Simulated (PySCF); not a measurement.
**Name the molecule from its bond curve**

A diatomic of charge 0 contains Rb. Its singlet curve at PBE in a triple-zeta basis (scalar-relativistic core potentials, PySCF), in eV from the separated fragments:

| R (Å) | E (eV) |
| --- | --- |
| 3.052 | -0.532 |
| 3.194 | -0.599 |
| 3.336 | -0.639 |
| 3.442 | -0.654 |
| 3.549 | -0.658 |
| 3.655 | -0.654 |
| 3.797 | -0.636 |
| 3.975 | -0.601 |
| 4.188 | -0.545 |
| 4.472 | -0.457 |

The fit gives ωe = 182 cm⁻¹ and the rotational constant Bₑ = 0.2070 cm⁻¹.

Q: Which atom is the partner?

A: The minimum lies at 3.545 Å, so the reduced mass is 16.8576 u Å² cm⁻¹/(Bₑ·Re²) = 6.480 u. With Rb at 84.91 u the partner weighs about 7.0 u: Li. The molecule is RbLi.

Closed-shell solutions of metal pairs were not tested for spin polarisation, which can lower them a little.
